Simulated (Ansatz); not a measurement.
Correlation energies of ClF4Ta, SMILES `[F][Ta]([F])([F])([F])[Cl]` by basis set

```xyz
6

F     0.417   -0.048   -1.798
Ta    0.049   -0.028    0.009
F     1.665   -0.928    0.311
F     0.664    1.355    1.065
F    -0.847   -1.444    0.780
Cl   -1.948    1.093   -0.367
```

Charge 0, multiplicity 1. Correlated methods include outer-core shells of Ta, which these sets cover unevenly. Ta takes the def2 core potential. Geometry: relaxed with PBE0-D4/def2-TZVP. Frozen core, restricted reference, Ansatz 0.2.0.

| basis | HF (Eh) | MP2 corr. |
| --- | --- | --- |
| def2-SVP | -913.48550 | -1.17129 |
| def2-TZVPP | -914.18668 | -1.59088 |
| def2-QZVPP | -914.21906 | -1.75733 |

Estimate the CCSD correlation energy and the (T) correction in each basis where they were run (hartree).


```
     basis  CCSD corr.       (T)
  def2-SVP    -1.16508  -0.03216
def2-TZVPP    -1.58077  -0.06180
```
